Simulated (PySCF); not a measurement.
# Simulated absorption spectrum

Compound: Cl3Si(SH), Cl3HSSi.
SMILES: `S[Si](Cl)(Cl)Cl`

Method used: TDDFT B3LYP/def2-SVPD, vertical, gas phase, core orbitals frozen in the response in PySCF 2.14.0, density-fitted response routines. Geometry: PBE0-D3(BJ)/def2-SVP; no solvent, vibrations or thermal averaging. Torsions of this conformer, `[SH:1][Si:2]([Cl:3])([Cl:4])[Cl:5]`: H–S1–Si2–Cl3 57°.

Each state is given a Gaussian of 0.3 eV full width at half maximum, with ε(max) = 2.175×10⁸ f / Δν̃ (Δν̃ the width in cm⁻¹). The width is an assumption, not a result. The curve ends short of the highest state used, and states not computed would add to its high-energy end.

λ (nm), ε (L mol⁻¹ cm⁻¹) and a bar:
```
    174.6       1760 ##############################
    176.4        945 ################
    178.2        749 #############
    180.0        803 ##############
    181.8        797 ##############
    183.5        647 ###########
    185.3        414 #######
    187.1        219 ####
    188.9        130 ##
    190.7        161 ###
    192.5        301 #####
    194.3        512 #########
    196.1        708 ############
    197.9        793 ##############
    199.7        729 ############
    201.5        554 #########
    203.3        353 ######
    205.1        196 ###
    206.9        109 ##
    208.7         92 ##
    210.5        137 ##
    212.3        230 ####
    214.0        342 ######
    215.8        455 ########
    217.6        524 #########
    219.4        526 #########
    221.2        463 ########
    223.0        359 ######
    224.8        248 ####
    226.6        152 ###
    228.4         84 #
    230.2         42 #
    232.0         19 
    233.8          8 
    235.6          3 
    237.4          1
```

Problem. Locate the maxima and give the states behind the curve.

Solution. 219 nm (5.67 eV), ε about 530, made up of S1 (100%); 198 nm (6.26 eV), ε about 790, made up of S2 (100%); 181 nm (6.85 eV), ε about 820, made up of S3 (73%) and S4 (24%) (ε in L mol⁻¹ cm⁻¹; maxima over ε = 5, shares over 10%). At its high-energy end, 7.10 eV, the curve is still rising (ε about 1700, from S6 and S7). The states used: S1 5.67 eV (f 0.0059); S2 6.26 eV (f 0.0088); S3 6.82 eV (f 0.0069); S4 6.91 eV (f 0.0024); S5 7.12 eV (f 0.0004); S6 7.25 eV (f 0.021); S7 7.31 eV (f 0.026); S8 7.40 eV (f 0.012); S9 7.58 eV (f 0.218); S10 7.70 eV (f 0.010).

Problem. Does any computed singlet lie in the visible range?

Solution. No computed singlet lies in the visible range (380 to 750 nm); the lowest, at 219 nm, stands 2.41 eV above its violet end (3.26 eV).

Problem. What would ε be at 6.85 eV, the highest of these maxima, with half the width (0.15 eV)?

Solution. About 1420 L mol⁻¹ cm⁻¹ against 819, a factor of about 1.7; a lone state at its own centre would give exactly 2.

Problem. On this curve, what absorbance would a 10⁻⁴ mol/L sample give at 193 nm over a 1 cm path?

Solution. 193 nm is 6.424 eV, where ε is about 360 L mol⁻¹ cm⁻¹, so A = ε c l ≈ 0.036 (Beer–Lambert, with the gas-phase spectrum and the assumed width).

The vertical ionisation energy (ΔSCF) is 10.34 eV, 2.64 eV above S10.
